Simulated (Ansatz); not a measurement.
Problem. Name a neutral molecule of Al, C, Si and H with HOMO–LUMO gap (PBE0/def2-TZVPP) between 5.55 and 5.85 eV and HOMO–LUMO gap (PBE/def2-TZVPP) between 3.75 and 4.05 eV (Ansatz, PBE0-D4/def2-TZVP geometry).

Solution. `[AlH2][C@@H]1[SiH2][C@H]1[SiH3]` (5.78 eV, 4.01 eV); `[AlH2][CH]1C[SiH2]1` (5.77 eV, 4.01 eV); `C#C[SiH2][AlH][SiH3]` (5.56 eV, 3.82 eV). Other molecules can fit too; these were computed, each in one conformer that needn't be the lowest.
